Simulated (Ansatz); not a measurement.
One change: `[NH2][AlH][CH2]Cl` becomes `[NH2][GaH][CH2]Cl`.

Ansatz, PBE0-D4/def2-TZVP geometries, multiplicity 1. Each molecule was computed in one conformer, which needn't be the lowest.

Scalar relativity is left out up to krypton.

```
                                          property  `[NH2][AlH][CH2]Cl`
  size of the dipole moment (B3LYP/def2-TZVPP) / D                 1.92
               LUMO energy (B3LYP/def2-TZVPP) / eV                -0.58
    size of the dipole moment (PBE/def2-TZVPP) / D                 1.86
                LUMO energy (PBE0/def2-TZVPP) / eV                -0.33
size of the dipole moment (ωB97M-V/def2-TZVPP) / D                 1.93
                HOMO energy (PBE0/def2-TZVPP) / eV                -7.37
```

(1) Give the same properties after the change, and the shifts. (Estimate.)

Results:

(1) Ansatz gave: 
```
                                          property  `[NH2][GaH][CH2]Cl`  shift
  size of the dipole moment (B3LYP/def2-TZVPP) / D                 2.14   0.22
               LUMO energy (B3LYP/def2-TZVPP) / eV                -0.96  -0.38
    size of the dipole moment (PBE/def2-TZVPP) / D                 2.12   0.26
                LUMO energy (PBE0/def2-TZVPP) / eV                -0.70  -0.37
size of the dipole moment (ωB97M-V/def2-TZVPP) / D                 2.12   0.19
                HOMO energy (PBE0/def2-TZVPP) / eV                -7.42  -0.05
```

With PBE0 the HOMO falls by 0.05 eV and the LUMO falls by 0.37 eV, so the gap narrows by about 0.32 eV. PBE moves the HOMO by -0.09 eV and ωB97M-V by 0.00 eV. Dipoles are sizes alone; their direction can turn.

B3LYP here is the variant with VWN-RPA as its local correlation; programs differ in this.
